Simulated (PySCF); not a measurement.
Vertical excitations of a molecule C₄H₅Br from PySCF 2.14.0 with TDA-PBE/def2-SVPD, as energy in eV (oscillator strength): 4.92 (0.017), 4.99 (0.029), 5.25 (0.016), 5.31 (0.010), 5.43 (0.002), 5.55 (0.077), 5.94 (0.090), 6.35 (0.005), 6.44 (0.036), 6.63 (0.039). Lowest triplet (TDA): 4.10 eV. Geometry optimised at r2SCAN-D4/def2-SVP. The values are those of a single conformer.

**Question.** Pick the molecule that these values belong to.
A) C=C=CCBr
B) CC=C=CBr
C) C=C/C=C/Br
D) C#CCCBr

**Answer.** A, C=C=CCBr
